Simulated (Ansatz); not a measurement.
A structure relaxed at PBE0-D4/def2-TZVP, charge 0, multiplicity 1:

```xyz
22

C     1.054    1.661   -1.071
N     0.432    1.227    0.157
C     1.308    1.400    1.292
Ge   -0.511   -0.372    0.089
C    -1.476   -0.544    1.784
Si   -2.021   -0.246   -1.756
Ge    0.991   -2.286   -0.191
H     0.361    1.564   -1.911
H     1.330    2.720   -0.995
H     1.970    1.102   -1.325
H     2.247    0.824    1.216
H     1.584    2.458    1.392
H     0.807    1.106    2.217
H    -2.176   -1.379    1.728
H    -0.787   -0.728    2.610
H    -2.034    0.373    1.981
H    -1.296   -0.295   -3.054
H    -2.943   -1.413   -1.694
H    -2.828    1.004   -1.708
H     1.912   -2.463    1.033
H     1.887   -2.122   -1.432
H     0.190   -3.590   -0.362
```

(1) Give its formula and SMILES.

(2) Point group (tolerance 0.08 Å, 0.16 Å for H)?

(3) Summarise the bond lengths by kind.

Answers

(1) C3H15Ge2NSi, `C[N](C)[Ge]([CH3])([SiH3])[GeH3]`.

(2) C1.

(3) 2 × C–N 1.443 to 1.444 Å; 9 × C–H 1.091 to 1.104 Å; 1 × Ge–N 1.857 Å; 1 × C–Ge 1.958 Å; 1 × Ge–Si 2.388 Å; 1 × Ge–Ge 2.450 Å; 3 × H–Si 1.488 to 1.489 Å; 3 × Ge–H 1.540 to 1.541 Å.

Computed with Ansatz.
